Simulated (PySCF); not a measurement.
## Calculated data, CH$_{5}$BSi$_{2}$, BH$_{5}$OSi$_{2}$

Computed with PySCF 2.14.0. Calculation on a computer-drawn molecule: the log of a Hartree-Fock and frozen-core CCSD(T) single point meant for a local Hartree-Fock minimum, with one planted fault or none, to be diagnosed. Offsets are logged minus clean, where the clean run is the same molecule without the fault. The reference is restricted for singlets and unrestricted otherwise, and also for a bond in bohr or an excited solution. Adding or removing an electron swaps singlet and doublet. The excited solution moves the top pair (singlet) or top alpha electron (doublet) to the lowest empty orbital. Highest occupied and lowest empty are orbital energies over both spins, largest force is the largest gradient component, triples share is (T) over the correlation energy, the T1 limit is 0.02 restricted and 0.045 unrestricted, electrons count all cores, a negative frequency is imaginary (commonest isotopes), and the dipole is about the centre of nuclear charge.

Common to all runs: meant charge 0; meant multiplicity 1; meant basis cc-pV(D+d)Z; logged basis functions 99; logged SCF converged yes; logged CC converged yes; logged SCF stable within its kind yes; possible faults no fault, one electron removed, one electron added, multiplicity raised by two, geometry at a saddle point, SCF held on an excited solution, minimal basis STO-3G, one bond length entered in bohr, all coordinates scaled.

(1) 
```xyz
9
formula=CH5BSi2 logged_electrons=45 logged_spin_squared=1.2095 logged_highest_occupied=-1.8899 logged_lowest_empty=5.336 logged_largest_force=0.053681 logged_T1_diagnostic=0.04699 logged_D1_diagnostic=0.22249 logged_triples_share=0.038733 logged_dipole_magnitude=4.6356 logged_energy_HF=-643.2407 logged_energy_CCSD(T)=-643.71653 planted_fault=one_electron_added HF_energy_offset_from_clean_run=-28.73 CCSD(T)_energy_offset_from_clean_run=-27.96
B     -2.8940     0.2001    -0.5973
Si    -1.1160     1.1030    -0.9021
C     -0.8564     1.7251    -2.4971
Si     0.7249     1.4850     0.5340
H     -3.2038    -0.2737     0.4595
H     -3.6766     0.1314    -1.5044
H     -1.5894     1.6445    -3.2950
H      0.0598     2.2322    -2.7857
H      0.1019     0.8199     1.7450
```

Units: logged_highest_occupied, logged_lowest_empty in eV; logged_largest_force in hartree/bohr; logged_dipole_magnitude in debye; logged_energy_HF, logged_energy_CCSD(T) in hartree; HF_energy_offset_from_clean_run, CCSD(T)_energy_offset_from_clean_run in kcal/mol.

Drawn bonds:
```csv
atom,other atom,order
1,2,1
2,3,2
2,4,1
1,5,1
1,6,1
3,7,1
3,8,1
4,9,1
```

Notes: T1 above single-reference limit.

(2) 
```xyz
9
formula=BH5OSi2 logged_electrons=47 logged_spin_squared=0.7617 logged_highest_occupied=-1.4296 logged_lowest_empty=6.0977 logged_largest_force=0.052946 logged_T1_diagnostic=0.021087 logged_D1_diagnostic=0.072189 logged_triples_share=0.031796 logged_dipole_magnitude=6.723 logged_energy_HF=-680.29607 logged_energy_CCSD(T)=-680.84011 planted_fault=one_electron_added HF_energy_offset_from_clean_run=-7.017 CCSD(T)_energy_offset_from_clean_run=-18.45
B     -3.6015     1.6508    -1.8730
Si    -1.6508     2.2101    -1.9645
O     -1.1249     3.1402    -3.0284
Si    -0.1862     1.3345    -0.3052
H     -3.9870     0.6701    -2.4430
H     -4.3929     2.2834    -1.2336
H     -0.9387     0.4517     0.6201
H      0.8819     0.5530    -0.9669
H      0.4035     2.4557     0.4595
```

Units: logged_highest_occupied, logged_lowest_empty in eV; logged_largest_force in hartree/bohr; logged_dipole_magnitude in debye; logged_energy_HF, logged_energy_CCSD(T) in hartree; HF_energy_offset_from_clean_run, CCSD(T)_energy_offset_from_clean_run in kcal/mol.

Drawn bonds:
```csv
atom,other atom,order
1,2,1
2,3,2
2,4,1
1,5,1
1,6,1
4,7,1
4,8,1
4,9,1
```

(3) 
```xyz
9
formula=BH5OSi2 logged_electrons=46 logged_spin_squared=0 logged_highest_occupied=-10.108 logged_lowest_empty=0.67708 logged_largest_force=1.627e-06 logged_lowest_frequency=26.065 logged_T1_diagnostic=0.021637 logged_D1_diagnostic=0.072535 logged_triples_share=0.031247 logged_dipole_magnitude=4.2462 logged_energy_HF=-680.28489 logged_energy_CCSD(T)=-680.81071 planted_fault=no_fault HF_energy_offset_from_clean_run=0 CCSD(T)_energy_offset_from_clean_run=0
B     -3.6015     1.6508    -1.8730
Si    -1.6508     2.2101    -1.9645
O     -1.1249     3.1402    -3.0284
Si    -0.1862     1.3345    -0.3052
H     -3.9870     0.6701    -2.4430
H     -4.3929     2.2834    -1.2336
H     -0.9387     0.4517     0.6201
H      0.8819     0.5530    -0.9669
H      0.4035     2.4557     0.4595
```

Units: logged_highest_occupied, logged_lowest_empty in eV; logged_largest_force in hartree/bohr; logged_lowest_frequency in cm⁻¹; logged_dipole_magnitude in debye; logged_energy_HF, logged_energy_CCSD(T) in hartree; HF_energy_offset_from_clean_run, CCSD(T)_energy_offset_from_clean_run in kcal/mol.

Drawn bonds:
```csv
atom,other atom,order
1,2,1
2,3,2
2,4,1
1,5,1
1,6,1
4,7,1
4,8,1
4,9,1
```

Notes: T1 above single-reference limit.
